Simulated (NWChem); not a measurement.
HfH₂I₂; SMILES [HfH2]([I])[I]

```xyz
5

Hf     0.0000     0.0000    -0.7863
I      2.3076     0.0000     0.5973
I     -2.3076     0.0000     0.5973
H      0.0000     1.4643    -1.8814
H      0.0000    -1.4643    -1.8814
```
Atoms are numbered in this order, from 1.

Level: PBE0/def2-SVP with def2 effective core potentials on I, Hf (NWChem), optimised geometry, unscaled harmonic frequencies. def2 effective core potentials on I, Hf; no spin-orbit coupling.

### Question
List the harmonic frequencies with IR intensities, and the thermochemistry.

### Answer
| frequency (cm⁻¹) | IR intensity (km/mol) |
|---|---|
| 41 | 0.5 |
| 186 | 5.5 |
| 205 | 22.2 |
| 214 | 25.0 |
| 469 | 0.0 |
| 496 | 85.7 |
| 622 | 95.5 |
| 1777 | 328.1 |
| 1802 | 320.4 |

The zero-point energy is 8.3 kcal/mol and the thermal correction to the enthalpy at 298.15 K (with zero-point energy) is 12.7 kcal/mol. The heat capacity Cv is 17.1 cal/(mol K). The entropy at 298.15 K and 1 atm (symmetry number 2) comes out as 87.5 cal/(mol K).

Rigid rotor and harmonic oscillator; modes under 100 cm⁻¹ make the entropy uncertain.
